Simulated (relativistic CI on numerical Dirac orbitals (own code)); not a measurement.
# Level scheme of Sm⁴⁺

Method of calculation: Dirac-Coulomb-Breit CI, orbitals from a KLI potential per configuration, a model potential for QED, valence Slater integrals scaled by 0.7 (own radial code, finite nucleus).

CI space (outside the closed core [Xe]): 4f4.

The lowest level is 4f4 5I_4, with 95 % of that term; Hund's rules for 4f4 give 5I with J = 4, in agreement.

```csv
No.,Configuration,Term,J,E (cm⁻¹),%,Landé g,jj configuration (%)
1,4f4,5I,4,0.0,95,0.608,4f5/2^3 4f7/2 (39)
2,4f4,5I,5,1911.2,98,0.902,4f5/2^3 4f7/2 (66)
3,4f4,5I,6,3916.0,98,1.069,4f5/2^2 4f7/2^2 (71)
4,4f4,5I,7,5943.7,96,1.172,4f5/2^2 4f7/2^2 (46)
5,4f4,5I,8,7955.8,92,1.239,4f5/2 4f7/2^3 (43)
6,4f4,5F,1,13097.0,92,0.041,4f5/2^3 4f7/2 (75)
7,4f4,5F,2,13500.7,86,1.016,4f5/2^2 4f7/2^2 (46)
8,4f4,5F,3,14648.4,91,1.231,4f5/2^3 4f7/2 (57)
9,4f4,5F,4,15424.4,63,1.220,4f5/2^3 4f7/2 (33)
10,4f4,5S,2,15521.2,87,1.924,4f5/2^2 4f7/2^2 (47)
11,4f4,3K,6,15858.6,97,0.862,4f5/2^2 4f7/2^2 (49)
12,4f4,3K,7,17223.5,71,0.989,4f5/2^3 4f7/2 (55)
13,4f4,5F,5,17317.1,80,1.352,4f5/2^2 4f7/2^2 (49)
14,4f4,3H,4,17656.3,43,1.028,4f5/2^2 4f7/2^2 (54)
15,4f4,5G,2,18553.9,86,0.389,4f5/2^3 4f7/2 (45)
16,4f4,5G,3,18730.6,55,0.867,4f5/2^3 4f7/2 (88)
17,4f4,3K,8,18862.9,53,1.075,4f5/2^3 4f7/2 (58)
18,4f4,3H,5,20552.1,55,1.139,4f5/2^2 4f7/2^2 (41)
19,4f4,5G,4,21433.0,71,1.068,4f5/2^2 4f7/2^2 (73)
20,4f4,3G,3,22011.1,56,0.834,4f5/2^2 4f7/2^2 (72)
21,4f4,3D,2,22461.9,53,1.191,4f5/2^2 4f7/2^2 (43)
22,4f4,3L,7,22695.4,75,0.911,4f5/2^2 4f7/2^2 (48)
23,4f4,5G,5,23625.6,71,1.199,4f5/2 4f7/2^3 (47)
24,4f4,3P,1,23790.6,50,0.974,4f5/2^2 4f7/2^2 (70)
25,4f4,3L,8,23867.1,49,1.014,4f5/2^2 4f7/2^2 (63)
26,4f4,3H,6,23931.2,58,1.225,4f5/2 4f7/2^3 (52)
27,4f4,3M,8,24355.9,41,0.963,4f5/2^2 4f7/2^2 (74)
28,4f4,3L,9,24647.9,67,1.077,4f5/2^2 4f7/2^2 (81)
29,4f4,3G,4,25385.5,47,1.059,4f5/2 4f7/2^3 (73)
30,4f4,3P,0,25583.0,100,,4f5/2^2 4f7/2^2 (90)
```

Energies count from the lowest computed level. Filled j subshells are mostly left out of the jj labels.

The mean weight of the leading LS term, summed over parents, in these 30 levels is 73 %, and that of the leading jj configuration (from the same eigenvectors) 58 %, so LS coupling describes them better.

One configuration and one scale for all Slater integrals: terms of lower spin can come out thousands of cm⁻¹ low, and their order can be wrong.

Landé's interval rule says that E(J) − E(J−1) = AJ with one A. For the ground term the intervals give A = 382.2, 334.1, 289.7, 251.5 cm⁻¹ for J = 5, 6, 7, 8; the multiplet is regular.

LS names give the leading component of a level, which can be under half, so a name can repeat, a term be missing and a line seem to break the LS rules.
